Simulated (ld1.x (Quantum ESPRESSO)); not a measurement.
## Varying the TM semilocal potential for helium

Base potential:

```
Element                 : He
Generator               : ld1.x (Quantum ESPRESSO) 7.5
Type                    : norm-conserving Troullier–Martins (semilocal form)
Functional              : LDA (PZ)
Relativity              : non-relativistic
Frozen core             : none
Valence charge          : 2
Reference configuration : 1s1 (charge +1)
Partial waves           : 1s (bound): rc 0.80 bohr; 2p channel at 0.4 Ry: rc 0.65 bohr
Local potential         : the p channel
Core correction         : none
```

Cutoffs, loose and tight: the cutoffs (Ry, on a coarse ladder) from which the occupation-weighted sum of valence levels, in a spherical-Bessel basis at the reference potential, stays within 10 and 1 mRy of its value at 400 Ry. They do not see the model core or the augmentation charge, which bear on the density cutoff. Test errors are all-electron minus pseudo excitation energies from the reference, over the configurations 1s2; 1s1.5 (two spin-polarised tests are not counted in the largest error). A dash means not determined; rows that change the core or the reference have their own tests.

A semilocal file is local in each channel, so a ghost entry of none says nothing of the separable form that plane-wave codes build from it.

| change | outcome | cutoff, loose | cutoff, tight | bound ghosts | largest test error (meV) |
| --- | --- | --- | --- | --- | --- |
| base | generated | 80 Ry | 120 Ry | none | +15 |
| wave 1s (bound): rc 0.80 bohr becomes 1s (bound): rc 0.52 bohr | generated | 140 Ry | 230 Ry | none | +2.2 |
| wave 1s (bound): rc 0.80 bohr becomes 1s (bound): rc 0.66 bohr | generated | 110 Ry | 160 Ry | none | +6.3 |
| wave 1s (bound): rc 0.80 bohr becomes 1s (bound): rc 0.90 bohr | generated | 70 Ry | 100 Ry | none | +26 |
| wave 1s (bound): rc 0.80 bohr becomes 1s (bound): rc 1.18 bohr | generated | 50 Ry | 70 Ry | none | +71 |

**Question.** What comes out with this change to the base: wave 1s (bound): rc 0.80 bohr becomes 1s (bound): rc 1.02 bohr?

**Answer.** outcome: generated; cutoff, loose: 55 Ry; cutoff, tight: 90 Ry; bound ghosts: none; largest test error (meV): +43.

Reading the sweep of the s radius (base included, trends over the rows without a ghost): The loose cutoff falls from 140 Ry at 0.52 to 50 Ry at 1.18 bohr. A larger radius leaves more room for a smooth pseudo-wave, so fewer plane waves are needed; a smaller one forces it to follow the all-electron wave where it bends sharply. The median size of the test errors (rows with all tests solved) rises from 1.6 meV at 0.52 to 50.2 meV at 1.18 bohr. More of the atom is replaced by a form fitted at one configuration, so other configurations suffer as the radius grows.
